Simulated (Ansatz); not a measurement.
Method: B3LYP-D3(BJ)/def2-TZVP in Ansatz (a quantum-chemistry and plane-wave program). No frequencies were computed at this level.

Ansatz 0.2 input:
```yaml
crystal:
  periodic: [false, false, false]
  atoms:
    - { symbol: O, position_ang: [2.461044, 0.374627, -0.293639] }
    - { symbol: C, position_ang: [1.114891, 0.508425, -0.317246] }
    - { symbol: C, position_ang: [0.229314, -0.346522, 0.180095] }
    - { symbol: Si, position_ang: [-1.623274, -0.106666, 0.117301] }
    - { symbol: H, position_ang: [2.69957, -0.451979, 0.147231] }
    - { symbol: H, position_ang: [0.829663, 1.427929, -0.806937] }
    - { symbol: H, position_ang: [0.610429, -1.245277, 0.654999] }
    - { symbol: H, position_ang: [-2.233465, -1.226054, -0.608175] }
    - { symbol: H, position_ang: [-2.157075, -0.088451, 1.483464] }
    - { symbol: H, position_ang: [-1.931098, 1.153967, -0.557092] }
basis:
  gaussian: { orbitals: def2-tzvp }
hamiltonian:
  xc: b3lyp
  dispersion: d3bj
relax:
  max_steps: 150
```

Output:

```
Functional definition: B3LYP
1036 factors; their error is unknown
mean field evaluation 1: about -12090.9950 eV, gradient 5.9e1 eV
mean field evaluation 2: about -12085.8164 eV, gradient 7.4e1 eV
mean field evaluation 4: about -12098.3997 eV, gradient 4.1e0 eV
mean field evaluation 8: about -12098.4527 eV, gradient 4.5e-1 eV
mean field evaluation 16: about -12098.4530 eV, gradient 1.5e-5 eV
mean field -12098.45298006 eV, -444.6099463911 hartree, gradient 1.5e-5 eV, S^2 0.000000; 0 other end points of the search recorded, 0 dependent functions left out
reference -12098.45324406 eV, -444.6099560931 hartree; 20, 20 occupied and 146, 146 virtual orbitals, 1036 factors
relax step   1: F+E_penalty+E_count = -12098.77925699 eV  Δ(F+E_penalty+E_count) = +0.000e0 eV  max|allowed force component| = 8.616e-1 eV/Å  Δτ_max = 0.0000 Å  (27 SCF iters, accepted)
these checks for a lower state are left out or cut short: starts, cluster_reference, orbital_swaps, neighbouring_geometries, increment
1036 factors; their error is unknown
mean field -12098.47254886 eV, -444.6106655313 hartree, gradient 1.0e-5 eV, S^2 0.000000; 0 other end points of the search recorded, 0 dependent functions left out
reference -12098.47281289 eV, -444.6106752344 hartree; 20, 20 occupied and 146, 146 virtual orbitals, 1036 factors
relax step   2: F+E_penalty+E_count = -12098.79837485 eV  Δ(F+E_penalty+E_count) = -1.912e-2 eV  max|allowed force component| = 3.012e-1 eV/Å  Δτ_max = 0.0300 Å  (31 SCF iters, accepted)
these checks for a lower state are left out or cut short: starts, cluster_reference, orbital_swaps, neighbouring_geometries, increment
1036 factors; their error is unknown
mean field -12098.47539018 eV, -444.6107699480 hartree, gradient 1.1e-5 eV, S^2 0.000000; 0 other end points of the search recorded, 0 dependent functions left out
reference -12098.47565398 eV, -444.6107796425 hartree; 20, 20 occupied and 146, 146 virtual orbitals, 1036 factors
relax step   3: F+E_penalty+E_count = -12098.80207482 eV  Δ(F+E_penalty+E_count) = -3.700e-3 eV  max|allowed force component| = 4.892e-2 eV/Å  Δτ_max = 0.0312 Å  (32 SCF iters, accepted)
these checks for a lower state are left out or cut short: starts, cluster_reference, orbital_swaps, neighbouring_geometries, increment
1036 factors; their error is unknown
mean field evaluation 32: about -12098.4552 eV, gradient 9.9e-4 eV
mean field -12098.47578663 eV, -444.6107845171 hartree, gradient 1.0e-5 eV, S^2 0.000000; 0 other end points of the search recorded, 0 dependent functions left out
reference -12098.47605036 eV, -444.6107942092 hartree; 20, 20 occupied and 146, 146 virtual orbitals, 1036 factors
relax step   4: F+E_penalty+E_count = -12098.80257330 eV  Δ(F+E_penalty+E_count) = -4.985e-4 eV  max|allowed force component| = 4.682e-2 eV/Å  Δτ_max = 0.0091 Å  (32 SCF iters, accepted)
these checks for a lower state are left out or cut short: starts, cluster_reference, orbital_swaps, neighbouring_geometries, increment
1036 factors; their error is unknown
mean field -12098.47550682 eV, -444.6107742344 hartree, gradient 1.1e-5 eV, S^2 0.000000; 0 other end points of the search recorded, 0 dependent functions left out
reference -12098.47577054 eV, -444.6107839260 hartree; 20, 20 occupied and 146, 146 virtual orbitals, 1036 factors
relax step   5: F+E_penalty+E_count = -12098.80257132 eV  Δ(F+E_penalty+E_count) = +1.983e-6 eV  max|allowed force component| = 7.471e-2 eV/Å  Δτ_max = 0.0169 Å  (32 SCF iters, rejected (line search))
these checks for a lower state are left out or cut short: starts, cluster_reference, orbital_swaps, neighbouring_geometries, increment
1036 factors; their error is unknown
mean field -12098.47587836 eV, -444.6107878881 hartree, gradient 1.1e-5 eV, S^2 0.000000; 0 other end points of the search recorded, 0 dependent functions left out
reference -12098.47614208 eV, -444.6107975797 hartree; 20, 20 occupied and 146, 146 virtual orbitals, 1036 factors
relax step   6: F+E_penalty+E_count = -12098.80280764 eV  Δ(F+E_penalty+E_count) = -2.343e-4 eV  max|allowed force component| = 3.683e-3 eV/Å  Δτ_max = 0.0082 Å  (32 SCF iters, accepted)
1036 factors; their error is unknown
mean field evaluation 64: about -12098.4549 eV, gradient 3.6e-1 eV
mean field -12098.47587836 eV, -444.6107878881 hartree, gradient 1.0e-5 eV, S^2 0.000000; 1 other end points of the search recorded, 0 dependent functions left out
reference -12098.47614208 eV, -444.6107975797 hartree; 20, 20 occupied and 146, 146 virtual orbitals, 1036 factors
Total energy: -12098.80307136 eV, -444.6228120091 hartree
Atom 0 at     2.455154     0.400425    -0.307454 Å, force    -0.001984     0.001373    -0.000671 eV/Å
Atom 1 at     1.103279     0.496956    -0.310581 Å, force    -0.001060    -0.001426     0.000791 eV/Å
Atom 2 at     0.231377    -0.377383     0.196804 Å, force     0.002470    -0.002344     0.001192 eV/Å
Atom 3 at    -1.597080    -0.117463     0.122217 Å, force     0.000570    -0.000801     0.000407 eV/Å
Atom 4 at     2.719939    -0.420019     0.129103 Å, force    -0.000487     0.001606    -0.000854 eV/Å
Atom 5 at     0.798361     1.415312    -0.798930 Å, force    -0.003014    -0.001488     0.000932 eV/Å
Atom 6 at     0.624406    -1.275698     0.671031 Å, force     0.000505    -0.000240     0.000115 eV/Å
Atom 7 at    -2.270675    -1.214785    -0.616182 Å, force    -0.000312     0.002727    -0.000372 eV/Å
Atom 8 at    -2.194104    -0.074463     1.480449 Å, force    -0.000371     0.001807    -0.002067 eV/Å
Atom 9 at    -1.870657     1.167119    -0.566455 Å, force     0.003683    -0.001213     0.000528 eV/Å
Dipole moment:     0.188283    -0.185672     0.094108 e Å
```

Cost: roughly 40 core-seconds.
